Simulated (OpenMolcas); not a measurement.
## V2+: ligand-field states by method

V2+ with 6 ligands (sulfide) in octahedral coordination (Oh) at 2.57 Å. A charge of +1.67 e stands 3.2 Å behind each ligand. Ligand basis ANO-RCC-VDZP.

- Program: OpenMolcas
- Basis: ANO-RCC-VTZP [6s5p3d2f1g]
- Scalar Hamiltonian: DKH2, point nucleus
- Active space: 3 electrons in 5 orbitals (3d)
- State averaging: 2S+1 = 4 even, 10 roots; 2S+1 = 2 even, 40 roots
- Spin-orbit coupling: state interaction with AMFI integrals over the reference wave functions

I. CASSCF
II. SS-CASPT2, IPEA 0.25 Eh, imaginary shift 0.1 Eh (closed shells correlated: 3s 3p and the ligand valence shells)

Spin-free states (labels of O, the rotations of Oh) in cm-1, each column counted from its own energy of the first state listed:

```tsv
State	Degeneracy	I	II
4A2	1	0	0
4T2	3	2930	2690
4T1	3	5220	3310
2E	2	15553	10470
2T1	3	15979	10540
2A1	1	16844	10430
2T2	3	17069	10800
4T1	3	17172	12490
2T1	3	20246	14190
2T2	3	20462	14120
2E	2	21910	15240
2T1	3	22049	14600
2T1	3	22904	17190
2T2	3	23440	16410
2E	2	25442	19660
2A2	1	33927	24410
2T2	3	34259	24530
2T1	3	34777	25300
2T2	3	51615	38040
2E	2	51964	38500
```

From I to II, I's first state of the same spin (4T2) moves from 2930 to 2690 cm-1, by about -240 cm-1.

From I to II, I's first state of another spin (2E) moves from 15553 to 10470 cm-1, by about -5100 cm-1. In II another state of that kind comes below it.

χT at 300 K: I 1.80, II 1.79 cm3 K/mol.

Roots that are degenerate in the reference are averaged as groups; the widest CASPT2 spread within a group is 250 cm-1 (the 3-fold group of multiplicity 2 near 17200 cm-1 above the lowest state of its run, II). Shifts and gaps below about the spread of the groups concerned are not significant. Over all roots computed the reference weight is 0.60 to 0.62 in II; a low but even weight reflects the number of correlated electrons. The sulfide ions are held by bare point charges, a crude embedding. Ligand-to-metal charge-transfer states are missing. With no ligand orbital active B as a rule stays too high, so bands that hang on it stand too high and its fall with covalency is understated. Without dynamic correlation the repulsion within the d shell is too large (B by tens of per cent), so at a given field states of lower spin stand too high (holds for I). With metal d orbitals alone and no dynamic correlation the field as a rule comes out too small, by tens of per cent, by up to half for chloride and softer ligands (holds for I). These CASPT2 states fit no ligand-field parameters well, so their order and spin gaps are uncertain (holds for II). With one d shell and no ligand orbital active, 10Dq can be off by tens of per cent for divalent 3d ions, low with halides held by bare charges and at times high in hosts (holds for II). Free-ion shares, where given, are those of the reference states; single-state CASPT2 does not remix them (holds for II). No measured value stands beside these numbers; the geometry is a model, was not optimised and need not be the one that this ion takes.
